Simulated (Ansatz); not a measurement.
`C[SiH2]B(O)O` → `C[SiH](O)BO`  (isomerisation)

Calculated with Ansatz (gas phase, PBE0-D4/def2-TZVP geometries, no zero-point term in ΔE). CCSD(T)/CBS is the MP2 limit (def2-TZVPP, def2-QZVPP) plus CCSD(T) − MP2 in def2-TZVPP, frozen cores. Each species was taken in one conformer, which may not be the lowest.

```tsv
species	CCSD(T)/CBS(def2) energy (Eh)
`C[SiH2]B(O)O`	-506.59585
`C[SiH](O)BO`	-506.57895
```

Problem. Work out ΔE.

Solution. ΔE = (-506.57895) − (-506.59585) = 0.01690 Eh = +44.4 kJ/mol.

Largest T1 diagnostic among the species: 0.013.

In def2-TZVPP, CCSD(T) changes the Hartree–Fock value by +8.9 kJ/mol (the triples alone add +2.1 kJ/mol) and MP2 by +7.3 kJ/mol.
